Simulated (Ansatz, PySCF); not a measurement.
Gas-phase reaction in SMILES: SS (H2S2) -> [S]S + H atom (the H-S bond at the site shown breaks; other sites are not compared here)
Geometries: B3LYP-D3(BJ)/def2-TZVP minima from Ansatz (a quantum-chemistry and plane-wave program), one conformer each, not searched for the lowest.
Geometry of the first species:
```xyz
4

S     -0.9222     0.0561     0.4718
S      0.9228     0.0543    -0.4709
H     -1.5351    -0.8736    -0.2871
H      1.5259    -0.8942     0.2724
```
Charge 0, spin multiplicity 1.

Property: bond dissociation energy (electronic energy difference), in kcal/mol. Cores are frozen in the correlated levels unless marked. UHF or UKS for open shells. Spin-orbit coupling is left out. Non-relativistic. CBS marks a two-point X^-3 extrapolation of the correlation energy; Hartree-Fock from the larger set.

Level to compare with: CCSD(T)/CBS(def2-TZVPPD,def2-QZVPPD) (Ansatz), 78.4 kcal/mol. It is a level with limits of its own, and the differences hold the functionals' basis error too.

**Question.** Rank these functionals by how close they come to CCSD(T)/CBS(def2-TZVPPD,def2-QZVPPD), closest first: BHLYP/def2-TZVPD (Ansatz); PBE/def2-TZVPD (Ansatz); M06-L/def2-TZVPD (PySCF).

**Answer.** BHLYP/def2-TZVPD (global hybrid, 75.1 kcal/mol, difference -3.3), M06-L/def2-TZVPD (meta-GGA, 73.7 kcal/mol, difference -4.7), PBE/def2-TZVPD (GGA, 72.7 kcal/mol, difference -5.7)
